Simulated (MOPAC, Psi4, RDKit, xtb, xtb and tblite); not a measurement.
Two geometries of SMILES COC[SiH2]N (C₂H₉NOSi), relaxed at GFN2-xTB with one dihedral held; other torsions can differ between them too.

Structure A

```
14

C      2.2674     0.4598     0.2344
O      0.9197     0.1941     0.4926
C      0.2495    -0.4852    -0.5744
Si     0.1307    -2.3455    -0.1699
N     -0.7623    -2.3833     1.2951
H      2.6592     0.9708     1.1133
H      2.3865     1.1081    -0.6440
H      2.8402    -0.4613     0.0677
H      0.7479    -0.2793    -1.5249
H     -0.7474    -0.0414    -0.6309
H     -0.6386    -3.0531    -1.1942
H      1.4932    -2.9040    -0.1060
H     -0.6353    -1.6206     1.9422
H     -0.8963    -3.2498     1.7893
```

Structure B

```
14

C      2.2552     0.4253     0.2278
O      0.8996     0.1837     0.4854
C      0.2358    -0.4707    -0.5799
Si    -1.5730    -0.7016    -0.0328
N     -2.1405     0.8949     0.2551
H      2.6633     0.9263     1.1045
H      2.3836     1.0676    -0.6539
H      2.8009    -0.5122     0.0562
H      0.7210    -1.4333    -0.7899
H      0.3151     0.1307    -1.4954
H     -2.3713    -1.2462    -1.1346
H     -1.5887    -1.6276     1.1093
H     -1.5003     1.5402     0.6919
H     -3.0732     1.0375     0.6075
```

Which is lower in energy at the level PBE0-D3(BJ)/def2-TZVP // GFN2-xTB run with Psi4, and by how much?

B is lower, by 1.93 kcal/mol (dihedral C1–O2–C3–Si4: 100° in A, 180° in B).

E(B) − E(A) in kcal/mol at the other levels, on the same two geometries: GFN2-xTB (xtb and tblite) -1.73; MMFF94 // GFN2-xTB (RDKit) -0.89; PBE0/def2-TZVP // GFN2-xTB (Psi4) -2.14; PBE/def2-TZVP // GFN2-xTB (Psi4) -1.93; PBE-D3(BJ)/def2-TZVP // GFN2-xTB (Psi4) -1.72; UFF // GFN2-xTB (RDKit) -2.79; PM3, restricted, heats of formation // GFN2-xTB (MOPAC) -1.45; PM7, restricted, heats of formation // GFN2-xTB (MOPAC) -1.14; GFN1-xTB // GFN2-xTB (xtb) -1.61.
